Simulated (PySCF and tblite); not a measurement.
Values are calculated unless marked as measured or tabulated.
4 constitutional isomers of C₆H₄BrCl:

| isomer | SMILES |
| --- | --- |
| A | [CH:1]#[C:2][CH2:3][C:4]#[C:5][C@H:6]([Cl:7])[Br:8] |
| B | [CH2:1]=[C:2]1[C:3]([Cl:4])=[CH:5][CH:6]=[C:7]1[Br:8] |
| C | [Cl:1][C:2]1=[CH:3][C@H:4]2[C@H:5]3[C@@H:6]1[C@@:7]23[Br:8] |
| D | [CH2:1]=[C:2]1[CH:3]=[C:4]([Cl:5])/[C:6]1=[CH:7]/[Br:8] |

Each isomer is a Boltzmann average at 298.15 K over at most 3 conformers: GFN2-xTB geometries, energies PBE0/pcSseg-1 (D3(BJ) added where defined), GIAO shieldings PBE0/pcSseg-1, GFN2-xTB thermal terms. Programs: PySCF with density fitting and tblite.

**Question.** What shifts does each isomer give (ppm; of two unlike H on one atom, a is the less shielded)?

**Answer.** 
A: ¹H (against TMS): 6.45 (H6, 1H), 3.49 (H3a, 1H), 3.48 (H3b, 1H), 1.56 (H1, 1H). ¹³C (against TMS): 101.9 (C4), 85.0 (C5), 80.9 (C2), 77.3 (C1), 70.5 (C6), 12.2 (C3).

B: ¹H (against TMS): 6.71 (H1a, 1H), 6.65 (H1b, 1H), 6.61 (H6, 1H), 6.44 (H5, 1H). ¹³C (against TMS): 153.7 (C2), 140.3 (C6), 136.3 (C3), 135.8 (C1), 135.8 (C5), 131.0 (C7).

C: ¹H (against TMS): 6.02 (H3, 1H), 4.09 (H5, 1H), 2.27 (H4, 1H), 2.17 (H6, 1H). ¹³C (against TMS): 154.2 (C2), 134.7 (C3), 76.4 (C7), 57.3 (C5), 54.2 (C6), 49.1 (C4).

D: ¹H (against TMS): 7.02 (H3, 1H), 6.11 (H7, 1H), 5.81 (H1a, 1H), 5.14 (H1b, 1H). ¹³C (against TMS): 154.9 (C4), 153.3 (C6), 152.8 (C3), 147.8 (C2), 114.2 (C7), 105.3 (C1).

Spin–orbit effects of the heavy atoms on shieldings are missing. At a carbon that bears Br the missing effect is some 10 ppm, beside I tens of ppm. Shifts are unscaled: against experiment ¹³C can be off by 15 ppm or more and ¹H by 0.8 ppm.
